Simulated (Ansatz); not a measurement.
`B[CH2][Al]([OH])[Cl]`, charge 0, multiplicity 1.

(1) Give a relaxed structure at PBE0-D4/def2-TZVP (the Gaussian-basis code of Ansatz). (Estimate.)

## Answers

(1) Ansatz gave: 
Cartesian coordinates in Å:
```
B 0.956 0.388 -1.325
C 0.107 -0.745 -0.786
Al -0.355 -0.099 1.002
O -1.777 0.777 1.208
Cl 0.835 -0.573 2.659
H 0.448 1.314 -1.891
H 2.136 0.417 -1.114
H 0.618 -1.688 -0.569
H -0.879 -0.887 -1.238
H -2.090 1.097 2.053
```
This is one stationary point; other conformers may exist.
